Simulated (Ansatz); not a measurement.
Input for Ansatz (an electronic-structure program): U-CCSD(T)/cc-pVDZ on C3H6 (SMILES C[C]C), 2S+1 = 3, a spin state set in the input, which need not be the lowest, at the other state's geometry.

Ansatz 0.2 input:
```yaml
crystal:
  periodic: [false, false, false]
  atoms:
    - {symbol: C, position_ang: [1.22431124, -0.01073060, 0.10538857]}
    - {symbol: C, position_ang: [-0.02960890, 0.26526343, -0.60191899]}
    - {symbol: C, position_ang: [-1.21030647, -0.11473687, 0.17931429]}
    - {symbol: H, position_ang: [1.46771354, -0.99654798, -0.33715158]}
    - {symbol: H, position_ang: [1.17707079, -0.15770946, 1.19671969]}
    - {symbol: H, position_ang: [2.05211129, 0.63998802, -0.17847518]}
    - {symbol: H, position_ang: [-1.06820747, -0.81758698, 1.01636128]}
    - {symbol: H, position_ang: [-2.08167352, -0.37514269, -0.42249510]}
    - {symbol: H, position_ang: [-1.45338985, 0.86822337, 0.62833767]}
basis:
  gaussian:
    orbitals: cc-pVDZ
magnetization: {spin_polarized: true, initial_magnetization: 2}
correlation: {method: ccsd_t, electrons: outside_noble_gas}
scf: {omitted_lower_state_checks: [cluster_reference]}
```

The log:

```
WARN ansatz: RAYON_NUM_THREADS=2 ignored (pool sized by the plan → 2); use --threads N
Functional definition: HF
these checks for a lower state are left out or cut short: cluster_reference
integrals: 0.07 GiB planned
651 factors; integrals over basis functions are off by at most 1.2e-3 eV
mean field: 0.14 GiB planned
mean field evaluation 1: about -3180.5205 eV, gradient 1.8e1 eV
mean field evaluation 2: about -3180.5220 eV, gradient 1.8e1 eV
mean field evaluation 4: about -3183.2577 eV, gradient 2.9e0 eV
mean field evaluation 8: about -3183.3775 eV, gradient 5.2e-2 eV
mean field -3183.37737260 eV, -116.9869606723 hartree, gradient 2.5e-6 eV, S^2 2.016333; 0 other end points of the search recorded, 0 dependent functions left out
3 core orbitals not correlated
reference -3183.37737260 eV, -116.9869606723 hartree; 10, 8 occupied and 59, 61 virtual orbitals, 651 factors
second order -10.28035526 eV of doubles, -0.00000000 eV of singles
coupled cluster: 0.30 GiB planned
cycle   1  -11.19499348 eV  change   -9.1e-1 eV  update   6.8e-2
cycle   2  -11.53095454 eV  change   -3.4e-1 eV  update   2.3e-2
cycle   3  -11.57392856 eV  change   -4.3e-2 eV  update   9.1e-3
cycle   4  -11.57379988 eV  change    1.3e-4 eV  update   3.6e-3
cycle   5  -11.57388409 eV  change   -8.4e-5 eV  update   1.3e-3
cycle   6  -11.57381878 eV  change    6.5e-5 eV  update   4.0e-4
cycle   7  -11.57384977 eV  change   -3.1e-5 eV  update   1.5e-4
cycle   8  -11.57385907 eV  change   -9.3e-6 eV  update   5.4e-5
cycle   9  -11.57385498 eV  change    4.1e-6 eV  update   1.9e-5
perturbative correction -0.31055700 eV, -0.0114127591 hartree
Total energy: -3195.26178457 eV, -117.4237047569 hartree
Checks for a lower state left out: cluster_reference
```

Self-consistency was reached.

Cost: around 5 core-seconds (rough).
